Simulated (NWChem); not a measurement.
System: CHBr₂Cl; SMILES ClC(Br)Br

NWChem input:

```
start job
memory heap 200 mb stack 900 mb global 1100 mb
geometry units angstroms noautoz
  Cl     2.067588    -0.089335     0.000000
  C      0.413277     0.501829     0.000000
  Br    -0.534199    -0.030806     1.596235
  Br    -0.534199    -0.030806    -1.596235
  H      0.437521     1.595445     0.000000
end
basis spherical
  * library def2-svpd
end
dft
  xc b3lyp
  iterations 150
  mulliken
end
task dft energy
```

Parts of the log:

```
             Northwest Computational Chemistry Package (NWChem) 7.3.0
             --------------------------------------------------------

 CS  symmetry detected

                             Geometry "geometry" -> ""
                             -------------------------

 Output coordinates in angstroms (scale by  1.889725989 to convert to a.u.)

  No.       Tag          Charge          X              Y              Z
 ---- ---------------- ---------- -------------- -------------- --------------
    1 Cl                  17.0000     2.06076308    -0.09221070     0.00000000
    2 C                    6.0000     0.40444437     0.49330454     0.00000000
    3 Br                  35.0000    -0.54120850    -0.04256060    -1.59623500
    4 Br                  35.0000    -0.54120850    -0.04256060     1.59623500
    5 H                    1.0000     0.42495628     1.58699691     0.00000000

 Effective nuclear repulsion energy (a.u.)     576.8240182093

      Symmetry information
      --------------------

 Group name             Cs
 Group number              2
 Group order               2
 No. of unique centers     4

                                 NWChem DFT Module
                                 -----------------

 Summary of "ao basis" -> "ao basis" (spherical)
 ------------------------------------------------------------------------------
       Tag                 Description            Shells   Functions and Types
 ---------------- ------------------------------  ------  ---------------------
 Cl                        def2-svpd                11       27   5s4p2d
 C                         def2-svpd                 8       20   4s2p2d
 Br                        def2-svpd                15       41   6s5p4d
 H                         def2-svpd                 4        8   2s2p

      Symmetry analysis of basis
      --------------------------

        a'         80
        a"         57

            General Information
            -------------------
          SCF calculation type: DFT
          Wavefunction type:  closed shell.
          No. of atoms     :     5
          No. of electrons :    94
           Alpha electrons :    47
            Beta electrons :    47
          Charge           :     0
          Spin multiplicity:     1
          Use of symmetry is: on ; symmetry adaption is: on
          Maximum number of iterations: 150
          AO basis - number of functions:   137
                     number of shells:    53
          Convergence on energy requested:  1.00D-06
          Convergence on density requested:  1.00D-05
          Convergence on gradient requested:  5.00D-04

              XC Information
              --------------
                         B3LYP Method XC Potential
                     Hartree-Fock (Exact) Exchange  0.200
                        Slater Exchange Functional  0.800 local
                    Becke 1988 Exchange Functional  0.720 non-local
              Lee-Yang-Parr Correlation Functional  0.810
                  VWN I RPA Correlation Functional  0.190 local

             Grid Information
             ----------------
          Grid used for XC integration:  medium
          Radial quadrature: Mura-Knowles
          Angular quadrature: Lebedev.
          Tag              B.-S. Rad. Rad. Pts. Rad. Cut. Ang. Pts.
          ---              ---------- --------- --------- ---------
          Cl                  1.00       88          13.0       590
          C                   0.70       49          10.0       434
          Br                  1.15      112          13.0       590
          H                   0.35       45          10.0       434
          Grid pruning is: on
          Number of quadrature shells:   294
          Spatial weights used:  Erf1

      Superposition of Atomic Density Guess
      -------------------------------------

 Sum of atomic energies:       -5641.63050922

      Non-variational initial energy
      ------------------------------

 Total energy =   -5642.686243
 1-e energy   =   -9000.813342
 2-e energy   =    2781.303081
 HOMO         =      -0.349688
 LUMO         =      -0.019277

      Symmetry analysis of molecular orbitals - initial
      -------------------------------------------------

  Numbering of irreducible representations:

     1 a'          2 a"

  Orbital symmetries:

     1 a"          2 a'          3 a'          4 a"          5 a'
     6 a"          7 a'          8 a"          9 a'         10 a"
    11 a'         12 a'         13 a'         14 a'         15 a"
    16 a'         17 a"         18 a'         19 a'         20 a"
    21 a'         22 a'         23 a"         24 a"         25 a'
    26 a"         27 a'         28 a'         29 a"         30 a"
    31 a'         32 a'         33 a"         34 a"         35 a'
    36 a'         37 a"         38 a'         39 a'         40 a'
    41 a"         42 a'         43 a"         44 a'         45 a"
    46 a"         47 a'         48 a'         49 a"         50 a'
    51 a'         52 a"         53 a'         54 a'         55 a"
    56 a"         57 a'

     ---------------------------------------------
      Total Density - Mulliken Population Analysis
     ---------------------------------------------

    Atom       Charge   Shell Charges
 -----------   ------   -------------------------------------------------------
    1 Cl  17    17.41   2.00  1.99  1.24  0.67  0.02  5.94  2.14  3.18  0.18  0.02  0.02
    2 C    6     5.38   1.99  0.89  0.16 -0.16  1.34  1.07  0.05  0.03
    3 Br  35    35.22   2.00  2.00  2.00  1.38  0.54  0.00  6.00  5.99  2.36  2.81  0.11  8.23  1.73  0.06  0.02
    4 Br  35    35.22   2.00  2.00  2.00  1.38  0.54  0.00  6.00  5.99  2.36  2.81  0.11  8.23  1.73  0.06  0.02
    5 H    1     0.76   0.69  0.02  0.02  0.03

[...]
```

Level: B3LYP/def2-SVPD. The geometry was optimised at PBE0/def2-SVP.
